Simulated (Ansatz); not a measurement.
Basis-set extrapolation for BClH2OSSi, SMILES `ClB1O[SiH2]S1` (PBE0-D4/def2-TZVP geometry, frozen core, Ansatz 0.2.0). Multiplicity 1, RHF reference.

|  | def2-TZVPP | def2-QZVPP |
| --- | --- | --- |
| HF | -1246.934706 | -1246.972074 |
| MP2 correlation | -0.799932 | -0.869233 |
| CCSD(T) correlation | -0.878985 | not run |

Energies in hartree. Use E(X) = E(∞) + A·exp(−7.88·√X) for Hartree–Fock and E(X) = E(∞) + B·X^(−2.97) for correlation, with X = 3 and 4, and add CCSD(T) minus MP2 of the smaller set to the MP2 limit.

**Question.** What is the CCSD(T) energy at the basis-set limit?

**Answer.** HF limit: -1246.972074 + (-0.037368) × 0.13774 = -1246.97722. MP2 limit: -0.869233 + (-0.069301) × 0.74074 = -0.92057. Higher-order term: -0.878985 − (-0.799932) = -0.07905. Total: -1247.97684 hartree, 428.3 kJ/mol below CCSD(T)/def2-TZVPP.
